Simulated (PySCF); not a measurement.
# GeTe: frontier orbitals

M06 at R = 2.343 Å; PySCF, scalar-relativistic core potentials, basis sets Ge def2-TZVPPD, Te def2-TZVPPD with ECP28. State: ¹Σ⁺ (singlet), closed shell. Only the outer orbitals are listed, counted within each symmetry, core potentials removing the inner ones.

| orbital | occ. | ε (eV) | on Ge (%) | main shells (%) |
| --- | --- | --- | --- | --- |
| 10σ | 2 | -17.19 | 24 | 73 Te s, 20 Ge s |
| 11σ | 2 | -12.30 | 62 | 60 Ge s, 22 Te s, 15 Te p |
| 12σ | 2 | -7.07 | 50 | 46 Te p, 40 Ge p, 10 Ge s |
| 6π | 2 | -6.78 | 28 | 72 Te p, 25 Ge p |
| 6π | 2 | -6.78 | 28 | 72 Te p, 25 Ge p |
| 7π | 0 | -2.43 | 69 | 66 Ge p, 23 Te p |
| 7π | 0 | -2.43 | 69 | 66 Ge p, 23 Te p |
| 13σ | 0 | -0.58 | 5 | 75 Te p, 15 Te s, 9 Ge s |

Which are the highest filled and the lowest empty level, where do they sit, and how wide is the gap?

Highest filled 6π at -6.78 eV (in %: 72 Te p, 25 Ge p); lowest empty 7π at -2.43 eV (in %: 66 Ge p, 23 Te p); the gap at M06 is 4.35 eV.

```
bond order (Mayer)                               : 2.73
⟨S²⟩                                             : 0.000
charge on Ge (Mulliken, basis-dependent)         : 0.16
charge on Ge (Löwdin, basis-dependent)           : 0.02
dipole moment (positive dipole means Ge(−)Te(+)) : -0.98 D
```

Spin–orbit coupling is left out.
